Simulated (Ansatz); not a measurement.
Start from `CC(=O)C=O` and change one atom or group to get `BNC(C)=O`.

Ansatz, PBE0-D4/def2-TZVP geometries, multiplicity 1. Each molecule was computed in one conformer, which needn't be the lowest.

```tsv
property	`CC(=O)C=O`
HOMO energy (PBE0/def2-TZVPP) / eV	-7.49
size of the dipole moment (B3LYP/def2-TZVPP) / D	1.04
size of the dipole moment (ωB97M-V/def2-TZVPP) / D	1.01
HOMO–LUMO gap (ωB97M-V/def2-TZVPP) / eV	9.50
LUMO energy (ωB97M-V/def2-TZVPP) / eV	-0.37
LUMO energy (B3LYP/def2-TZVPP) / eV	-2.99
```

What does the change do to each property? (Estimate.)

Computed: 
```tsv
property	`BNC(C)=O`	shift
HOMO energy (PBE0/def2-TZVPP) / eV	-7.80	-0.31
size of the dipole moment (B3LYP/def2-TZVPP) / D	3.80	2.76
size of the dipole moment (ωB97M-V/def2-TZVPP) / D	3.82	2.81
HOMO–LUMO gap (ωB97M-V/def2-TZVPP) / eV	11.10	1.60
LUMO energy (ωB97M-V/def2-TZVPP) / eV	0.86	1.23
LUMO energy (B3LYP/def2-TZVPP) / eV	-1.39	1.60
```

With PBE0 the HOMO falls by 0.31 eV and the LUMO rises by 1.58 eV, so the gap widens by about 1.89 eV. PBE moves the HOMO by -0.28 eV and ωB97M-V by -0.37 eV. Dipoles are sizes alone; their direction can turn.

B3LYP here is the variant with VWN-RPA as its local correlation; programs differ in this.
